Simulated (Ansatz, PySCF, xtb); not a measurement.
Complex: GeH4 (SMILES [GeH4]) (first 5 atoms) with CH3NO (SMILES NC=O); geometry from B3LYP-D3(BJ)/def2-TZVP, rigid monomers moved along the line of their centres of mass till Ge1···O8 is 2.94 Å.
(charge 0, multiplicity 1):
```xyz
11

Ge    -0.1518    -0.5140    -0.0019
H     -1.4949     0.1435     0.3230
H      0.0505    -0.5341    -1.5309
H     -0.0760    -1.9445     0.5369
H      0.9963     0.3265     0.5924
N      1.1389     0.5936     3.3525
C      0.0150    -0.0868     3.6767
O     -0.7324    -0.6122     2.8805
H      1.3976     0.6875     2.3827
H      1.7181     1.0083     4.0605
H     -0.1626    -0.1200     4.7667
```

Interaction energies are E(AB) − E(A) − E(B) at the monomers' geometry in the complex; basis-set methods are counterpoise corrected. Rows marked so take none.

Rows in 6-31G* carry no dispersion term and start afresh at each structure (6-31G* with six Cartesian d functions); the Pople sets are all-electron and without relativity.

Programs: Ansatz (a quantum-chemistry and plane-wave program); PySCF for 6-31G* rows; xtb for the GFN methods. Each number belongs to the level named beside it.

### Question
One of these levels gives 0.0 kJ/mol for the interaction energy. Which one is it?
A. GFN2-xTB
B. HF/6-31G*
C. PBE/def2-TZVPPD
D. HF/6-31G* (no counterpoise)

### Answer
C, PBE/def2-TZVPPD. The others give -29.2 (GFN2-xTB), 11.4 (HF/6-31G*), 4.2 (HF/6-31G* (no counterpoise))
